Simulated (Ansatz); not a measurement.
Wavefunction ladder for CH$_{3}$BBrInO, SMILES `Br[B]1O[CH2][InH]1`

Cartesian coordinates in Å:
```
Br 0.2984 0.6602 3.1849
B 0.1757 0.2164 1.3258
O -0.6482 0.8898 0.5108
C -0.6042 0.4102 -0.8701
In 0.9172 -1.1422 -0.3429
H -1.6114 0.0942 -1.1469
H -0.3090 1.2471 -1.5055
H 1.7814 -2.3757 -1.1560
```

Charge 0, multiplicity 1. Correlated methods include outer-core shells of Br, In, which these sets cover unevenly. Scalar relativity is left out up to krypton. In takes the def2 core potential. Geometry: relaxed with PBE0-D4/def2-TZVP. Frozen core, restricted reference, Ansatz.

```csv
basis,HF (Eh),MP2 corr.,CCSD corr.,(T),CCSD(T) total
def2-SVP,-2900.36345,-0.71588,?,-0.02424,?
def2-TZVPP,?,-1.06064,?,-0.04308,?
def2-QZVPP,?,-1.60155,–,–,–
```

(1) Fill in the withheld values. (Estimate.)

Results:

(1) The calculation gave: def2-SVP CCSD corr.: -0.74622; def2-SVP CCSD(T) total: -2901.13391; def2-TZVPP HF (Eh): -2900.84828; def2-TZVPP CCSD corr.: -1.07365; def2-TZVPP CCSD(T) total: -2901.96501; def2-QZVPP HF (Eh): -2900.90509.
